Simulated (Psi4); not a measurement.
H4Si2, triplet, at a GFN2-xTB geometry (the spin is typed, not shown lowest). Base run: B3LYP/6-31G* (Psi4 1.11).

Input for Psi4:
```
memory 2 GB

molecule mol {
0 3
Si    0.019218    1.021777    0.667479
H    -0.430067    2.365032    0.260113
Si    0.007021   -0.894166   -0.519574
H     0.818949   -0.881450   -1.749103
H    -1.320976   -1.357508   -0.958741
H     0.564757   -1.912624    0.377064
}

set {
  basis 6-31g*
  reference uks
}

energy('b3lyp')
print_variables()
```

The base run was repeated with changes; each row names its change, and settings that it needs were set with it.

```csv
change,E (Eh),dipole (D),<S^2>,core-seconds (rough)
base,-581.29059,0.21,2.003,6
functional = m11,-581.20758,0.20,2.004,10
functional = pbe0,-581.00352,0.22,2.005,5
functional = hse06,-581.03416,0.21,2.005,10
functional = wb97x-v,-581.14772,0.24,2.004,60
functional = scan,-581.27785,0.20,2.007,10
functional = m06-l,-581.24385,0.21,2.007,10
functional = tpssh,-581.29495,0.18,2.006,10
functional = revpbe,-581.13185,0.24,2.005,8
functional = x3lyp,-581.19988,0.22,2.003,8
functional = svwn,-579.52109,0.33,2.002,5
functional = wb97m-v,-581.18497,0.19,2.002,70
functional = bhhlyp,-581.24623,0.17,2.005,7
```

Total energies compare only within one method and basis.

Open shells are given as the SCF converged; they aren't shown to be the lowest states, and a large step between rows can be another state.
